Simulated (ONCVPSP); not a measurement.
## What one change does to a pseudopotential (fluorine (F), ONCV)

F (Z = 9), optimised norm-conserving Vanderbilt (ONCV), made with ONCVPSP 4.0.1 (PBE, scalar-relativistic). Core [He], reference 2s1 2p6. Waves: 2s: rc 0.75 bohr, ncon 5, nbas 9, qcut 7.6 1/bohr, local; 2p: rc 1.35 bohr, ncon 4, nbas 8, qcut 12 1/bohr, 1 projector. Local part: the s channel. Core correction: Teter function, fcfact 2, rcfact 1.35.

Change: all radii but the core radius scaled by about 1.26 (s 0.94, p 1.70 bohr).

Cutoffs: the cutoffs (Ha) at which the residual kinetic energy of the hardest occupied pseudo-wave falls to 1 and 0.1 mHa per electron; they do not see the model core or the augmentation charge, which bear on the density cutoff. Errors are all-electron minus pseudo energies relative to the spin-unpolarised reference configuration.

**Question.** Predict the effect on cutoff, ghosts and configuration errors.

**Answer.** The potential gets softer (298 Ha and 385 Ha → 124 Ha and 241 Ha); of the 4 tests that both files solve, the error grows in 3 and shrinks in 1 by more than 15 % and 0.3 meV (median size 49.6 → 82.7 meV); neither file shows a bound ghost. A larger radius leaves more room for a smooth pseudo-wave, so fewer plane waves are needed.

| quantity | base | changed |
| --- | --- | --- |
| cutoff, loose | 298 Ha | 124 Ha |
| cutoff, tight | 385 Ha | 241 Ha |
| loose cutoff by channel | s 298 Ha, p 43 Ha | s 124 Ha, p 35 Ha |
| bound ghosts | none | none |
| GHOST(+) flags under 300 eV | none | none |
| error for 2s2 2p5, meV [ΔE -18.81 eV] | +18 | +13 |
| error for 2s2 2p4, meV [ΔE 0.58 eV] | +81 | +153 |
| error for 2s2 2p3, meV [ΔE 38.96 eV] | +283 | +590 |
| error for 2s1 2p5, meV [ΔE 19.68 eV] | +1.1 | +12 |
| rms error of d²Exc/dni dnj with the model core, mHa | 1.77 | 2.01 |
